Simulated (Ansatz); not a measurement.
Two isomers of GeH6O2Si: A = `[OH][GeH2][O][SiH3]`, B = `O[SiH2][O][GeH3]`.

Gas-phase electronic energies from Ansatz, PBE0-D4/def2-TZVP geometries. CCSD(T)/CBS adds triple-zeta CCSD(T) − MP2 to the extrapolated MP2 energy (def2 sets, frozen cores). Functionals use def2-TZVPP. B3LYP here is the variant with VWN-RPA as its local correlation; programs differ in this. For Ge outer-core shells are correlated without core-valence functions, which leaves a few kJ/mol of doubt a bond. Scalar relativity is left out up to krypton. One conformer a species, not always the lowest.

A:

```xyz
10

O     0.9930   -0.0933   -1.9310
Ge    0.5874   -1.1772   -0.5907
O     0.1650   -0.2048    0.8257
Si   -0.9239    0.9864    1.1043
H     1.8046    0.3990   -1.7873
H     1.7959   -2.0135   -0.1523
H    -0.6377   -1.9567   -1.0736
H    -0.3767    2.3101    0.7034
H    -1.2257    1.0060    2.5579
H    -2.1818    0.7441    0.3436
```

B:

```xyz
10

O    -1.202    0.040    1.775
Si    0.284    0.497    1.243
O     0.752   -0.302   -0.096
Ge    0.116   -0.374   -1.756
H    -1.288   -0.833    2.161
H     1.318    0.219    2.270
H     0.138    1.946    0.967
H    -0.921   -1.505   -1.817
H     1.325   -0.672   -2.651
H    -0.522    0.984   -2.096
```

(1) Which is lower in electronic energy at CCSD(T)/CBS, and by how much? (Estimate.)

(2) Give E(B) − E(A) in kcal/mol with r2SCAN-D4, PBE-D4, PBE0-D4, B3LYP-D4, B3LYP, HF/def2-TZVPP, MP2/def2-TZVPP. (Best estimate.)

Largest T1 diagnostic: 0.012.

## Answers

(1) The calculation gave: B, by 16.7 kcal/mol.

(2) Ansatz gave: r2SCAN-D4 -16.8, PBE-D4 -15.9, PBE0-D4 -16.6, B3LYP-D4 -16.7, B3LYP -16.7, HF/def2-TZVPP -16.7, MP2/def2-TZVPP -16.2. None reverses the order clearly.
